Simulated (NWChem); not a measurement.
System: C4H6OS; SMILES S1C(CCC1)=O

The following NWChem deck was run.

```
start job
memory heap 200 mb stack 900 mb global 1100 mb
geometry units angstroms noautoz
  O     -0.170405    -2.194789     0.057566
  C     -0.183483    -1.001755    -0.019429
  C     -1.407651    -0.117091    -0.193039
  C     -1.054954     1.275405     0.295339
  C      0.363779     1.567302    -0.186761
  S      1.297600     0.019902     0.038484
  H     -1.642548    -0.116134    -1.272839
  H     -2.256264    -0.586500     0.324269
  H     -1.075076     1.296552     1.396858
  H     -1.759420     2.040823    -0.064108
  H      0.383261     1.845356    -1.252583
  H      0.852176     2.368266     0.385442
end
basis spherical
  * library def2-tzvp
end
dft
  xc r2scan
  iterations 150
  semidirect filesize 400000000
  mulliken
end
task dft energy
```

All runs use the structure optimised with PBE0/def2-SVP.

Problem. Predict the main results of this run. (r2SCAN/def2-TZVP.) Quantities: energy (Ha); highest occupied level (eV); orbital gap (eV); dipole (D).

Solution. 
```
Item                          Result
---------------------------  -------
energy (Ha)                  -629.41
highest occupied level (eV)    -6.23
orbital gap (eV)                4.86
dipole (D)                      4.19
```
